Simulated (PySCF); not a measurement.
One molecule, many inputs

Molecule: SMILES ClCC=C1C=CC=C1, C7H7Cl; geometry GFN2-xTB.

Bonds (- single, = double, # triple, : aromatic): Cl1-C2 1.803 Å, C2-C3 1.481 Å, C3=C4 1.341 Å, C4-C5 1.463 Å, C5=C6 1.343 Å, C6-C7 1.456 Å, C7=C8 1.344 Å, C8-C4 1.462 Å. C2 carries H9, H10; C3 carries H11; C5 carries H12; C6 carries H13; C7 carries H14; C8 carries H15.

All runs: PySCF 2.14, non-relativistic, gas phase unless a solvent (IEF-PCM) is named; grid level 2, GIAOs and SCF threshold 1e-9 unless changed. The yardstick, PBE0/pcSseg-1, gives these isotropic shieldings σ (ppm, equivalent atoms averaged): Cl1 814.4, C4 33.5, C3 42.0, C7 44.7, C5 54.3, C2 138.1, H14 24.94.

Problem. What do these inputs give? (1) HSE06/6-311G**; conv 0.001; max_cycle 98; squeeze 1.3; altered: squeeze 1.3; (2) PBE0/pcSseg-1; (3) KT3/ANO-RCC-VDZP; guess vsap; (4) PBE/IGLO-II; damp 2.0; max_cycle 74; (5) PW91/6-31G; guess sap; (6) PBE0/pcSseg-1; common gauge at [0, 0, 0]; level_shift 0.9; max_cycle 56

Solution. 
```tsv
run	outcome	functions	wall time	Cl1	C4	C3	C7	C5	C2	H14
1	converged	194	31 s	93.8	30.7	49.0	47.0	58.6	108.3	25.46
2	converged	178	17 s	814.4	33.5	42.0	44.7	54.3	138.1	24.94
3	converged	151	99 s	814.8	48.5	58.3	62.7	72.4	140.8	25.28
4	converged	231	58 s	773.6	31.2	41.0	45.7	55.2	135.1	25.42
5	converged	90	19 s	802.5	52.6	65.3	67.0	76.6	150.1	26.47
6	converged	178	27 s	895.3	96.0	103.8	60.4	87.4	217.1	16.72
```

Times are on 1 thread of an Arm Neoverse V2, shared host.

Problem. Comment on the technical settings and failures.

Solution. 
- Run 1: The functional and orbital basis differ from the yardstick's, which in itself moves the values. One bond was set to 1.3 of its length. A loose SCF threshold (0.001) leaves errors in the orbitals that response properties inherit. The cycle limit changes the path of the SCF (7 cycles), not the solution, provided the same state is reached.
- Run 3: The functional and orbital basis differ from the yardstick's, which in itself moves the values. The starting guess changes the path of the SCF (19 cycles), not the solution, provided the same state is reached.
- Run 4: The functional and orbital basis differ from the yardstick's, which in itself moves the values. The damping, cycle limit change the path of the SCF (29 cycles), not the solution, provided the same state is reached.
- Run 5: The functional and orbital basis differ from the yardstick's, which in itself moves the values. The starting guess changes the path of the SCF (21 cycles), not the solution, provided the same state is reached.
- Run 6: A common gauge origin replaces GIAOs; in a finite basis the shieldings then depend on that origin, the more so the further away the nucleus and the smaller the basis. The level shift, cycle limit change the path of the SCF (31 cycles), not the solution, provided the same state is reached.

Runs 1, 6 were set up unsoundly or failed; their numbers aren't to be quoted as properties of the molecule.
